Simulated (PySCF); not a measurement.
# C₆ coefficients of unlike pairs at PBE0

Calculated with PySCF 2.14 from the dipole response of each species, C₆(A,B) = (3/π) ∫ α_A(iu) α_B(iu) du, in atomic units, from isotropic polarisabilities. For ions this is the dispersion term alone; charge-induced terms of lower order in 1/R come first.

```
species           configuration                                                                                              basis      relativity  α (bohr³)  C₆ (like pair)
    Tc+       [Kr] 4d5 5s1 (7S)                                                          aug-cc-pwCVDZ-PP with ECP28MDF (6s6p5d3f)  core potential      35.76           264.0
 Ne(2+)       [He] 2s2 2p4 (3P)                                                                         aug-cc-pV5Z (7s6p5d4f3g2h)            none     0.8566           1.082
    As+  [Ar] 3d10 4s2 4p2 (3P)  aug-cc-pVQZ-PP with one added diffuse shell each of s, p, d, f, g type with ECP10MDF (8s7p6d4f3g)  core potential      16.78           101.5
     K+               [Ar] (1S)                                                                            def2-QZVPPD (11s6p4d3f)            none      5.512           23.48
```

Problem. Estimate C₆ for As+ with Ne(2+).

Solution. The integral gives 8.478. The combination rule 2 C_A C_B / (C_A α_B/α_A + C_B α_A/α_B) gives 8.328 and the geometric mean 10.48.

No spin-orbit coupling is included.

The other pairs:

| pair | C₆ |
| --- | --- |
| K+, Ne(2+) | 4.748 |
| As+, Tc+ | 160.5 |
| K+, As+ | 45.94 |
| Ne(2+), Tc+ | 12.87 |
| K+, Tc+ | 70.10 |
